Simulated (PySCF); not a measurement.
Exercise with solution: oscillator strength and radiative lifetime

F₂H₅NSi₂, SMILES N([SiH2]F)[SiH2]F.

Coordinates come from a PBE-D3(BJ)/def2-SVP optimisation. The structure was generated by enumeration, and PubChem lists no compound with its InChIKey, so it may never have been made. One conformer was computed; it need not be the lowest.

PySCF with TDA-PBE/def2-SVPD puts the first singlet state with f over 0.02 at 6.62 eV (vertical), with the transition dipole (0.246, 0.297, 0.000) in atomic units.

### Question
Find the oscillator strength, the wavelength and the radiative lifetime that this transition would have in vacuum if emission retraced absorption.

### Answer

|μ|² = 0.1487 au, so |μ| = 0.98 D. ΔE = 6.62/27.211 = 0.2433 hartree. f = (2/3) ΔE |μ|² = 0.024 (the program prints 0.024).
λ = 1239.84/6.62 = 187 nm; ν = 53394 cm⁻¹.
Einstein's coefficient A = 0.6670 ν² f s⁻¹ (ν in cm⁻¹) = 4.6e7 s⁻¹, so τ = 1/A = 22 ns. This state is S1. The figure is the radiative limit of this one transition; relaxation, internal conversion, crossing to triplets and a medium change what is measured.
